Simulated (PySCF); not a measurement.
Vertical excitations of a molecule C₅H₇N from TDA-PBE/def2-SVPD (PySCF 2.14.0), as energy in eV (oscillator strength): 4.83 (0.006), 5.14 (0.010), 5.33 (0.018), 5.89 (0.005), 5.97 (0.014), 6.49 (0.009), 6.54 (0.000), 6.56 (0.044), 6.74 (0.002), 6.74 (0.002). Lowest triplet (TDA): 4.05 eV. Coordinates come from a PBE-D3(BJ)/def2-SVP optimisation. One conformer was computed; it need not be the lowest.

Q: Which structure fits?
A) C#C/C=C\CN
B) Cc1ccc[nH]1
C) C#CC/C=N/C
D) C#CC1CNC1

A: C, C#CC/C=N/C
